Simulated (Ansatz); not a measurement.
**Nudged elastic band run: CH₈OSSi₂**

The input (input.yaml):

```yaml
crystal:
  periodic: [false, false, false]
  atoms:
    - { symbol: Si, position_ang: [-2.210596, 0.168189, -0.480415] }
    - { symbol: O, position_ang: [-0.686248, -0.026177, 0.179353] }
    - { symbol: C, position_ang: [0.460189, -0.258459, -0.617616] }
    - { symbol: Si, position_ang: [1.933436, -0.421065, 0.567055] }
    - { symbol: S, position_ang: [1.916857, 1.316643, 1.821883] }
    - { symbol: H, position_ang: [-2.601453, -1.051022, -1.254771] }
    - { symbol: H, position_ang: [-2.235642, 1.34689, -1.401744] }
    - { symbol: H, position_ang: [-3.135549, 0.37955, 0.664559] }
    - { symbol: H, position_ang: [0.639747, 0.576012, -1.323142] }
    - { symbol: H, position_ang: [0.352553, -1.180357, -1.223635] }
    - { symbol: H, position_ang: [3.224542, -0.437065, -0.181758] }
    - { symbol: H, position_ang: [1.79466, -1.692447, 1.3391] }
    - { symbol: H, position_ang: [0.568006, 1.244508, 1.926031] }
basis:
  gaussian: { orbitals: def2-SVP }
hamiltonian:
  xc: pbe0
  dispersion: d4
neb:
  order_check: false
  images: 5
  f_tol: 0.05
  max_iterations: 60
  final_atoms:
    - { symbol: Si, position_ang: [-2.06841795, 0.18489554, -0.2816289] }
    - { symbol: O, position_ang: [-0.42346051, 0.12091311, 0.04190812] }
    - { symbol: C, position_ang: [0.53417614, -0.21448382, -0.96673404] }
    - { symbol: Si, position_ang: [2.30375199, -0.7477031, -0.30550786] }
    - { symbol: S, position_ang: [2.03022178, 1.05312093, 1.39122079] }
    - { symbol: H, position_ang: [-2.55209453, -1.14770926, -0.75283418] }
    - { symbol: H, position_ang: [-2.36110015, 1.20833507, -1.33187028] }
    - { symbol: H, position_ang: [-2.72060193, 0.55909312, 1.00377123] }
    - { symbol: H, position_ang: [0.6077304, 0.61643197, -1.6938743] }
    - { symbol: H, position_ang: [0.19278249, -1.10185457, -1.5386335] }
    - { symbol: H, position_ang: [2.10173968, 0.27492134, 2.49196891] }
    - { symbol: H, position_ang: [1.70429756, -1.6922744, 0.74654845] }
    - { symbol: H, position_ang: [0.67147703, 0.85151406, 1.21056555] }
  initial_path:
    images:
      - { positions_ang: [[-2.210596, 0.168189, -0.480415], [-0.686248, -0.026177, 0.179353], [0.460189, -0.258459, -0.617616], [1.933436, -0.421065, 0.567055], [1.916857, 1.316643, 1.821883], [-2.601453, -1.051022, -1.254771], [-2.235642, 1.34689, -1.401744], [-3.135549, 0.37955, 0.664559], [0.639747, 0.576012, -1.323142], [0.352553, -1.180357, -1.223635], [3.224542, -0.437065, -0.181758], [1.79466, -1.692447, 1.3391], [0.568006, 1.244508, 1.926031]] }
      - { positions_ang: [[-2.22946693, 0.15720286, -0.50055943], [-0.74572908, -0.04863867, 0.19093837], [0.39436638, -0.29856343, -0.61057313], [1.94881486, -0.48778842, 0.49816125], [2.04260402, 1.25425595, 1.71934228], [-2.62343892, -1.03584759, -1.28388362], [-2.20123725, 1.34364841, -1.42363691], [-3.19755044, 0.4119833, 0.59243605], [0.58212538, 0.53545383, -1.30065546], [0.27440329, -1.21989376, -1.19362955], [3.24123747, -0.15235758, 0.0054835], [1.80505633, -1.72120179, 1.32837499], [0.72931691, 1.22694688, 1.99310167]] }
      - { positions_ang: [[-2.24833787, 0.14621672, -0.52070386], [-0.80521016, -0.07110033, 0.20252374], [0.32854375, -0.33866785, -0.60353026], [1.96419373, -0.55451183, 0.42926751], [2.16835103, 1.19186889, 1.61680157], [-2.64542485, -1.02067319, -1.31299625], [-2.1668325, 1.34040681, -1.44552983], [-3.25955189, 0.44441661, 0.52031309], [0.52450375, 0.49489566, -1.27816892], [0.19625358, -1.25943051, -1.1636241], [3.25793295, 0.13234985, 0.192725], [1.81545267, -1.74995658, 1.31764997], [0.89062782, 1.20938576, 2.06017233]] }
      - { positions_ang: [[-2.2672088, 0.13523059, -0.54084829], [-0.86469125, -0.093562, 0.21410911], [0.26272113, -0.37877228, -0.59648739], [1.97957259, -0.62123525, 0.36037376], [2.29409805, 1.12948184, 1.51426085], [-2.66741077, -1.00549878, -1.34210887], [-2.13242776, 1.33716522, -1.46742274], [-3.32155333, 0.47684991, 0.44819014], [0.46688213, 0.45433749, -1.25568238], [0.11810387, -1.29896727, -1.13361866], [3.27462842, 0.41705727, 0.3799665], [1.825849, -1.77871137, 1.30692496], [1.05193873, 1.19182463, 2.127243]] }
      - { positions_ang: [[-2.20094518, 0.15178557, -0.45444183], [-0.71761433, -0.0220703, 0.15670878], [0.35320613, -0.32400946, -0.71990294], [2.08763239, -0.6633912, 0.13841322], [2.20613929, 1.1040282, 1.4732475], [-2.62897203, -1.05290227, -1.14568397], [-2.20865189, 1.29422184, -1.42223859], [-3.1212362, 0.50426431, 0.63338384], [0.51383155, 0.50836898, -1.40174635], [0.14299674, -1.23326304, -1.2686236], [2.88366551, 0.36967863, 1.08396731], [1.78533185, -1.74989905, 1.12013279], [0.92511817, 1.07838778, 1.82168385]] }
      - { positions_ang: [[-2.13468156, 0.16834056, -0.36803536], [-0.57053742, 0.04942141, 0.09930845], [0.44369114, -0.26924664, -0.84331849], [2.19569219, -0.70554715, -0.08354732], [2.11818054, 1.07857457, 1.43223414], [-2.59053328, -1.10030577, -0.94925908], [-2.28487602, 1.25127845, -1.37705443], [-2.92091906, 0.53167872, 0.81857753], [0.56078097, 0.56240048, -1.54781033], [0.16788962, -1.16755881, -1.40362855], [2.49270259, 0.32229999, 1.78796811], [1.7448147, -1.72108672, 0.93334062], [0.7982976, 0.96495092, 1.5161247]] }
      - { positions_ang: [[-2.06841795, 0.18489554, -0.2816289], [-0.42346051, 0.12091311, 0.04190812], [0.53417614, -0.21448382, -0.96673404], [2.30375199, -0.7477031, -0.30550786], [2.03022178, 1.05312093, 1.39122079], [-2.55209453, -1.14770926, -0.75283418], [-2.36110015, 1.20833507, -1.33187028], [-2.72060193, 0.55909312, 1.00377123], [0.6077304, 0.61643197, -1.6938743], [0.19278249, -1.10185457, -1.5386335], [2.10173968, 0.27492134, 2.49196891], [1.70429756, -1.6922744, 0.74654845], [0.67147703, 0.85151406, 1.21056555]] }
```

Run as:

```bash
$ ansatz run input.yaml --threads 2 --pin off --max-ram 3072MiB --backend cpu --events-out ev --progress --plain --runs-dir out
```

Output, in part (warnings, iteration lines, the closing report on the highest movable image, with atoms numbered from 0):

```
NEB end point (image 0): max|allowed force component| = 1.907e-2 eV/Å (the criterion of neb.relax_end_points is 1.000e-2)
NEB end point (image 6): max|allowed force component| = 1.693e-2 eV/Å (the criterion of neb.relax_end_points is 1.000e-2)
NEB iter   1: max|band force component| = 3.397e1 eV/Å  barrier→ = 8.7011 eV  barrier← = 6.5815 eV  Δτ_max = 0.2000 Å  (182 SCF iters)
NEB iter   2: max|band force component| = 7.112e0 eV/Å  barrier→ = 4.0237 eV  barrier← = 1.9040 eV  Δτ_max = 0.2000 Å  (151 SCF iters)
NEB iter   3: max|band force component| = 3.150e0 eV/Å  barrier→ = 2.9643 eV  barrier← = 0.8447 eV  Δτ_max = 0.2000 Å  (142 SCF iters)
NEB iter   4: max|band force component| = 1.880e0 eV/Å  barrier→ = 2.9271 eV  barrier← = 0.8075 eV  Δτ_max = 0.1999 Å  (143 SCF iters)
NEB iter   5: max|band force component| = 1.013e0 eV/Å  barrier→ = 3.0761 eV  barrier← = 0.9565 eV  Δτ_max = 0.1988 Å  (142 SCF iters)
NEB iter   6: max|band force component| = 9.174e-1 eV/Å  barrier→ = 3.2241 eV  barrier← = 1.1044 eV  Δτ_max = 0.1307 Å  (142 SCF iters)
NEB iter   7: max|band force component| = 9.338e-1 eV/Å  barrier→ = 3.1792 eV  barrier← = 1.0596 eV  Δτ_max = 0.0669 Å  (144 SCF iters)
NEB iter   8: max|band force component| = 7.740e-1 eV/Å  barrier→ = 3.0710 eV  barrier← = 0.9513 eV  Δτ_max = 0.0665 Å  (144 SCF iters)
NEB iter   9: max|band force component| = 6.048e-1 eV/Å  barrier→ = 2.9845 eV  barrier← = 0.8648 eV  CI = image 3  Δτ_max = 0.1312 Å  (144 SCF iters)
NEB iter  10: max|band force component| = 2.966e-1 eV/Å  barrier→ = 2.9849 eV  barrier← = 0.8653 eV  CI = image 3  Δτ_max = 0.1992 Å  (144 SCF iters)
NEB iter  11: max|band force component| = 3.025e-1 eV/Å  barrier→ = 2.9292 eV  barrier← = 0.8096 eV  CI = image 3  Δτ_max = 0.2000 Å  (141 SCF iters)
NEB iter  12: max|band force component| = 2.351e-1 eV/Å  barrier→ = 2.8853 eV  barrier← = 0.7656 eV  CI = image 3  Δτ_max = 0.1986 Å  (145 SCF iters)
NEB iter  13: max|band force component| = 2.057e-1 eV/Å  barrier→ = 2.8577 eV  barrier← = 0.7380 eV  CI = image 3  Δτ_max = 0.1996 Å  (143 SCF iters)
NEB iter  14: max|band force component| = 2.253e-1 eV/Å  barrier→ = 2.8327 eV  barrier← = 0.7130 eV  CI = image 3  Δτ_max = 0.1983 Å  (142 SCF iters)
NEB iter  15: max|band force component| = 2.432e-1 eV/Å  barrier→ = 2.8163 eV  barrier← = 0.6967 eV  CI = image 3  Δτ_max = 0.1986 Å  (142 SCF iters)
NEB iter  16: max|band force component| = 2.183e-1 eV/Å  barrier→ = 2.8040 eV  barrier← = 0.6843 eV  CI = image 3  Δτ_max = 0.1951 Å  (141 SCF iters)
NEB iter  17: max|band force component| = 1.999e-1 eV/Å  barrier→ = 2.7970 eV  barrier← = 0.6773 eV  CI = image 3  Δτ_max = 0.1949 Å  (142 SCF iters)
NEB iter  18: max|band force component| = 2.118e-1 eV/Å  barrier→ = 2.7922 eV  barrier← = 0.6726 eV  CI = image 3  Δτ_max = 0.0993 Å  (143 SCF iters)
NEB iter  19: max|band force component| = 2.350e-1 eV/Å  barrier→ = 2.7874 eV  barrier← = 0.6678 eV  CI = image 3  Δτ_max = 0.0499 Å  (141 SCF iters)
NEB iter  20: max|band force component| = 2.351e-1 eV/Å  barrier→ = 2.7864 eV  barrier← = 0.6668 eV  CI = image 3  Δτ_max = 0.0251 Å  (142 SCF iters)
NEB iter  21: max|band force component| = 1.755e-1 eV/Å  barrier→ = 2.7842 eV  barrier← = 0.6646 eV  CI = image 3  Δτ_max = 0.0497 Å  (145 SCF iters)
NEB iter  22: max|band force component| = 1.120e-1 eV/Å  barrier→ = 2.7818 eV  barrier← = 0.6621 eV  CI = image 3  Δτ_max = 0.0312 Å  (144 SCF iters)
NEB iter  23: max|band force component| = 1.143e-1 eV/Å  barrier→ = 2.7806 eV  barrier← = 0.6610 eV  CI = image 3  Δτ_max = 0.0156 Å  (134 SCF iters)
NEB iter  24: max|band force component| = 7.894e-2 eV/Å  barrier→ = 2.7800 eV  barrier← = 0.6604 eV  CI = image 3  Δτ_max = 0.0156 Å  (123 SCF iters)
NEB iter  25: max|band force component| = 3.712e-2 eV/Å  barrier→ = 2.7797 eV  barrier← = 0.6600 eV  CI = image 3  Δτ_max = 0.0000 Å  (252 SCF iters)
Total energy: -29778.85651283 eV, -1094.3527920126 hartree
Atom 0 at    -2.304709     0.157664    -0.622942 Å, force    -0.000019     0.005075    -0.002597 eV/Å
Atom 1 at    -0.806364    -0.137051     0.043259 Å, force    -0.002965    -0.011742     0.005348 eV/Å
Atom 2 at     0.335324    -0.406640    -0.729599 Å, force     0.003223     0.008636    -0.001906 eV/Å
Atom 3 at     1.891735    -0.805963     0.313401 Å, force    -0.003093    -0.009530    -0.002780 eV/Å
Atom 4 at     1.777069     1.372637     1.537063 Å, force     0.002583     0.012603    -0.001731 eV/Å
Atom 5 at    -2.781495    -1.027045    -1.405850 Å, force    -0.000768     0.001164    -0.002364 eV/Å
Atom 6 at    -2.253776     1.336242    -1.546062 Å, force     0.001000     0.000554     0.002411 eV/Å
Atom 7 at    -3.229218     0.430689     0.509512 Å, force    -0.000469    -0.001811     0.000432 eV/Å
Atom 8 at     0.577901     0.434661    -1.411505 Å, force    -0.002244     0.000503    -0.002828 eV/Å
Atom 9 at     0.182883    -1.286593    -1.392122 Å, force     0.002410    -0.004034     0.002866 eV/Å
Atom 10 at     2.811016     0.617717     0.640885 Å, force    -0.001103    -0.002101     0.001322 eV/Å
Atom 11 at     1.369893    -1.630783     1.465704 Å, force     0.001435     0.001620    -0.001412 eV/Å
Atom 12 at     2.450243     0.909665     2.613154 Å, force     0.000009    -0.000938     0.003239 eV/Å
Dipole moment:     0.084062     0.017211    -0.001395 e Å
```

It converged. Neighbouring images differ by up to 2.7 eV, so the band resolves the path poorly. A vibrational analysis at the climbing image gives one clearly imaginary mode, 697i cm⁻¹: a first-order saddle point. The orbitals stay closed-shell, which can raise the energy where a bond breaks towards radicals; this wasn't checked here.

Final band (atoms are numbered from 1 in the order of the input):

```csv
image,path coordinate (Å),energy (kcal/mol),Si4–H11 (Å),S5–H11 (Å)
0,0.00,0.0,1.49,2.97
1,1.41,1.8,1.49,2.95
2,2.81,2.4,1.49,2.96
3,4.22,64.1,1.73,1.56
4,5.71,52.5,2.99,1.35
5,7.20,50.4,3.01,1.35
6,8.70,48.9,2.99,1.35
```

Run time: 14 min on 2 threads of Arm Neoverse N1 (shared host), peak memory 0.33 GiB.
